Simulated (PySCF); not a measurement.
**Exercise with solution: chemical shift, span and skew from a shielding tensor**

3-fluorobuta-1,2-diene (C4H5F), SMILES C(C)(F)=C=C. Atoms are numbered in the order given.

```xyz
10

C     -0.1358    -2.2169     0.0000
C     -0.0175    -0.9148     0.0000
C      0.0639     0.3955     0.0000
C     -1.0699     1.3575     0.0000
F      1.2656     1.0006     0.0000
H     -0.1847    -2.7892    -0.9346
H     -0.1847    -2.7892     0.9346
H     -2.0324     0.8313     0.0000
H     -1.0162     2.0068     0.8887
H     -1.0162     2.0068    -0.8887
```

Coordinates come from a PBE0-D3(BJ)/def2-SVP optimisation.

GIAO shieldings from PBE/pcSseg-1 in PySCF, non-relativistic, no solvent. The symmetric part of the tensor of C2 has the principal values -57.5, -50.8, 6.2 ppm. The same nucleus in TMS has σ = 182.0 ppm at this level (PySCF, at its B3LYP-D3(BJ)/def2-TZVP geometry).

Work out the isotropic shielding, the ¹³C shift against TMS, the span and the skew.


σ(iso) = (σ11 + σ22 + σ33)/3 = -34.0 ppm. δ = σ(ref) − σ(iso) = 182.0 − (-34.0) = 216.0 ppm.
Span Ω = σ33 − σ11 = 63.7 ppm. Skew κ = 3(σ(iso) − σ22)/Ω = 0.79. Tumbling in solution averages the tensor to δ; in a static solid the shielding alone would spread this spin-1/2 line over Ω.
